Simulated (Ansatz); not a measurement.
H3Sb, SMILES [SbH3+], charge +1, multiplicity 2.

Geometry optimised at PBE0-D3(BJ)/def2-TZVPD. The def2 effective core potentials stand for the cores of Sb; spin–orbit coupling is left out.

Two levels are set side by side: PBE/def2-TZVPD (Ansatz, a first-principles code) and ωB97X-V/def2-TZVPD (Ansatz). Energy differences of separate SCF runs at the same geometry; the states with an electron removed or added have multiplicity 1 and 1. Differences are taken from unrounded values.

```tsv
quantity	ωB97X-V
vertical ionisation energy (eV)	16.81
vertical electron affinity (eV)	8.61
```

**Question.** What does PBE give, and how far is it from ωB97X-V? (Estimate from the structure and the level; the computed values follow.)

**Answer.** 
```tsv
quantity	PBE	PBE minus ωB97X-V
vertical ionisation energy (eV)	16.83	0.02
vertical electron affinity (eV)	8.57	-0.04
```

Here PBE gives about what the other level gives.
